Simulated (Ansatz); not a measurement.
The multiplicity is imposed and other spin states were not computed.

Species: [Hf(F)3(Br)] (charge 0, multiplicity 1).

Question: Give a relaxed geometry from Ansatz (a program for electronic structure) with PBE-D3(BJ)/def2-SVP.

Answer: the end point of this relaxation.
Z-matrix (Å, degrees):
```
Hf
F 1 1.9090
F 1 1.9091 2 108.86
F 1 1.9091 2 108.86 3 -118.54
Br 1 2.5072 2 110.08 3 120.73
```
